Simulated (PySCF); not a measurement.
Compound: benzotrifluoride, C₇H₅F₃.
Structure used (GFN2-xTB), in Å, numbered top down from 1:
```xyz
15
C7H5F3 angstrom
F      2.6796    0.3597   -1.1738
C      2.1708    0.0357    0.0332
F      2.6711    0.9321    0.8983
F      2.7128   -1.1489    0.3573
C      0.6691    0.0079    0.0239
C      0.0070   -1.1694   -0.2976
C     -1.3761   -1.1852   -0.3227
C     -2.0897   -0.0336   -0.0342
C     -1.4238    1.1403    0.2771
C     -0.0408    1.1674    0.3059
H      0.5721   -2.0618   -0.5187
H     -1.8950   -2.0990   -0.5678
H     -3.1689   -0.0513   -0.0518
H     -1.9799    2.0381    0.4986
H      0.4874    2.0761    0.5505
```

The calculation used TDDFT wB97X-D/def2-SVPD, vertical, gas phase, core orbitals frozen in the response (PySCF 2.14.0, density-fitted response routines).

Kohn–Sham orbitals with the atoms that hold most of them (Löwdin shares over 4%, at most four atoms; ? is withheld):

```json
{"orbital": "LUMO+2", "ε (eV)": "2.28", "atoms": "C8 12%, C9 12%, C7 12%, H13 8%"}
{"orbital": "LUMO+1", "ε (eV)": "0.99", "atoms": "C9 19%, C7 19%, C6 18%, C10 18%"}
{"orbital": "LUMO", "ε (eV)": "?", "atoms": "?"}
{"orbital": "HOMO", "ε (eV)": "-9.72", "atoms": "?"}
{"orbital": "HOMO-1", "ε (eV)": "-9.79", "atoms": "C8 25%, C5 24%, C9 11%, C7 11%"}
{"orbital": "HOMO-2", "ε (eV)": "-12.30", "atoms": "C8 11%, C7 11%, C5 10%, C9 10%"}
{"orbital": "HOMO-3", "ε (eV)": "-12.31", "atoms": "C9 14%, C7 14%, C8 12%, C10 12%"}
```

Task: Give the leading atoms of the HOMO.

Result: C10 (bonded to 2 C and H) 21%; C6 (bonded to 2 C and H) 21%; C7 (bonded to 2 C and H) 20%; C9 (bonded to 2 C and H) 20%.

Task: Which atoms hold the LUMO, and with what shares?

Result: C8 (bonded to 2 C and H) 21%; C5 (bonded to 3 C) 21%; C10 (bonded to 2 C and H) 11%; C6 (bonded to 2 C and H) 11%.

Task: What is the LUMO energy, and the HOMO–LUMO gap?

Result: ε(LUMO) = 0.68 eV; the gap is 10.40 eV (0.3822 hartree).

Task: How does S1 compare with the orbital gap of 10.40 eV?

Result: S1 is at 5.52 eV (f = 0.0052), 4.88 eV below the gap, made of HOMO→LUMO (59%), HOMO-1→LUMO+1 (41%). Without the coupling terms of the response equations the lowest excitation would equal the gap.

Next come S2 at 6.25 eV (f 0.016), HOMO-1→LUMO (61%), HOMO→LUMO+1 (38%); S3 at 7.20 eV (f 0.526), HOMO-1→LUMO+1 (57%), HOMO→LUMO (39%); S4 at 7.21 eV (f 0.724), HOMO→LUMO+1 (60%), HOMO-1→LUMO (37%); S5 at 7.83 eV (f 0.0000), HOMO-3→LUMO (96%).

The run took 57 s wall on x86-64 server, one thread, on a shared host.
